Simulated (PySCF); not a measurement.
Compound: [TcS4]- (charge -1 and singlet state).
Cartesian coordinates in Å at the PBE0-D3(BJ)/def2-SVP level; atoms count from 1:
```xyz
5
TcS4 angstrom
Tc    -0.0019    0.0003    0.0018
S     -0.0004   -0.0227    2.1247
S      1.9979    0.0103   -0.7027
S     -1.0020    1.7392   -0.6926
S     -0.9937   -1.7271   -0.7311
```

Jobs on this species (5 atoms, 108 electrons) with PySCF (density fitting). Hardware of each: one thread, Arm Neoverse V1, on a shared host. Times come from a shared host and carry two figures at best.

```
                level and settings                                                                work  basis functions  SCF cycles  wall time
   PBE0/pcSseg-1 (def2-TZVP on Tc)                             shieldings, charges and field gradients              136           ?          ?
PBE0-D3(BJ)/def2-SVP, grid level 1                         geometry optimisation from a GFN2-xTB start              103           ?          ?
wB97X-D/pcSseg-1 (def2-TZVP on Tc)                                                          shieldings              136          15       14 s
                   B3LYP/def2-SVPD  10 singlets by full TDDFT, 4 Tamm–Dancoff triplets, polarisability              142          15       13 s
```

Fill in the missing figures.

- PBE0/pcSseg-1 (def2-TZVP on Tc); shieldings, charges and field gradients: 10 s, 14 SCF cycles
- PBE0-D3(BJ)/def2-SVP, grid level 1; geometry optimisation from a GFN2-xTB start: 21 s, 32 SCF cycles

What do all jobs in the table cost together?

About 58 s; the longest takes about 36 % of that, and about 2.1 times as long as the shortest.
